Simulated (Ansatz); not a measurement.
Isolated molecules relaxed with PBE0-D4/def2-TZVP in Ansatz; ΔE leaves out vibrations. CBS: MP2 limit from def2 TZ/QZ plus the TZ coupled-cluster correction, frozen cores. Functionals use def2-TZVPP. One conformer a species, not always the lowest.

`OCN[SiH2]F` → `NC(F)[SiH2]O`  (isomerisation)

Question: Is it downhill or uphill in electronic energy at CCSD(T)/CBS, and by how much? (An estimate is asked.)

Answer: Ansatz gave: Uphill: ΔE = +127.7 kJ/mol.

Question: What do these levels give: PBE, PBE0, MP2/def2-TZVPP, CCSD(T)/def2-TZVPP, MP2/def2-QZVPP, MP2/CBS(def2)? (Estimate.)

Answer: Computed: PBE 111.1, PBE0 118.7, MP2/def2-TZVPP 132.8, CCSD(T)/def2-TZVPP 127.9, MP2/def2-QZVPP 133.3, MP2/CBS(def2) 132.5 kJ/mol.

Largest T1 diagnostic among the species: 0.012.

From PBE to PBE0 (25 % exact exchange), in def2-TZVPP and without D4, ΔE moves by +7.5 kJ/mol.
